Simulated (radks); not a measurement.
The numbers below are computed, except where a source is named.
Q: Neutral rubidium, [Kr] 5s1. Code: a radial shooting solver on a logarithmic mesh with Libxc functionals. Model: non-relativistic Kohn-Sham, LDA (Slater exchange, Perdew-Wang correlation), spin-polarised, spherical densities, point nucleus. Every spin shell is full or empty, so the densities are truly spherical. Functionals are evaluated on that one density, not self-consistently. Rank these exchange functionals by their error against the exact value of the orbitals, and give that value: LDA, revPBE, WC, AM05, revTPSS, SCAN, MS2, Tao-Mo.

A: Exact: -97.7368 hartree. From best to worst, with 100 (|E| - |E exact|)/|E exact| (equal figures are ties): revPBE -0.22, SCAN +0.25, MS2 -0.44, Tao-Mo -0.67, revTPSS -0.81, WC -0.94, AM05 -5.03, LDA -5.46.
